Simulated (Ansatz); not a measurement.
Computed with Ansatz on PBE0-D4/def2-TZVP structures; ΔE is electronic, products minus reactants. CCSD(T)/CBS is the MP2 limit (def2-TZVPP, def2-QZVPP) plus CCSD(T) − MP2 in def2-TZVPP, frozen cores. This one scheme is used for every species. DFT in def2-TZVPP. B3LYP here is the variant with VWN-RPA as its local correlation; programs differ in this. For Se outer-core shells are correlated without core-valence functions, which leaves a few kJ/mol of doubt a bond. Scalar relativity is left out up to krypton. One conformer a species, not always the lowest.

`[AlH2][NH][SiH3]` + `NB[SeH]` → `NB[Se][SiH3]` + `[NH2][AlH2]`  (ligand exchange at the Si–N bond)

`[AlH2][NH][SiH3]`:

```xyz
9

Al    0.647    1.487    0.737
N    -0.213   -0.068    0.600
Si   -0.408   -1.093   -0.776
H     1.352    2.063   -0.555
H     0.649    2.198    2.152
H    -0.654   -0.410    1.445
H     0.173   -2.447   -0.554
H     0.295   -0.446   -1.913
H    -1.841   -1.284   -1.136
```

`NB[SeH]`:

Cartesian coordinates in Å:
```
N -0.346 1.054 0.500
B -0.220 -0.212 -0.057
Se 1.536 -0.879 -0.603
H -1.236 1.420 0.789
H 0.420 1.687 0.656
H -1.183 -0.900 -0.207
H 1.029 -2.169 -1.077
```

`NB[Se][SiH3]`:

```xyz
10

N     1.398    0.751   -0.426
B     0.905   -0.221   -1.284
Se   -0.692   -1.316   -0.972
Si   -1.451   -0.400    0.963
H     2.229    1.272   -0.647
H     1.007    0.980    0.473
H     1.472   -0.449   -2.309
H    -2.048    0.942    0.737
H    -0.343   -0.245    1.946
H    -2.477   -1.314    1.518
```

`[NH2][AlH2]`:

Z-matrix (Å, degrees):
```
N
Al 1 1.766
H 1 1.007 2 124.9
H 1 1.007 2 124.9 3 180.0
H 2 1.583 1 117.9 3 -180.0
H 2 1.583 1 117.9 3 0.0
```

| level | ΔE (kJ/mol) | difference from CCSD(T)/CBS |
| --- | --- | --- |
| PBE0-D4 | -13.2 | -5.4 |
| ωB97X-V | -5.2 | 2.6 |
| ωB97M-V | -5.4 | 2.4 |
| B2PLYP | -3.2 | 4.6 |
| PBE | -14.0 | -6.2 |
| r2SCAN | -8.8 | -1.0 |
| PBE0 | -11.3 | -3.5 |
| B3LYP | -2.9 | 4.9 |
| MP2/def2-TZVPP | -6.2 | 1.6 |
| SCS-MP2/def2-TZVPP | -1.4 | 6.4 |
| CCSD/def2-TZVPP | -1.1 | 6.7 |
| HF/def2-QZVPP | 7.5 | 15.3 |
| MP2/def2-QZVPP | -8.4 | -0.6 |
| SCS-MP2/def2-QZVPP | -3.4 | 4.4 |
| HF/CBS(def2) | 7.7 | 15.5 |
| CCSD/CBS(def2) | -5.6 | 2.2 |
| CCSD(T)/CBS | -7.8 | 0 |

Largest T1 diagnostic among the species: 0.011.

In def2-TZVPP, CCSD(T) changes the Hartree–Fock value by −9.7 kJ/mol (the triples alone add −2.2 kJ/mol) and MP2 by −12.6 kJ/mol. The D4 term adds −3.4 kJ/mol with B3LYP and −1.9 kJ/mol with PBE0; it sums over pairs of atoms, weighted by their polarisabilities, and B3LYP, whose exchange is more repulsive, gets the larger term.
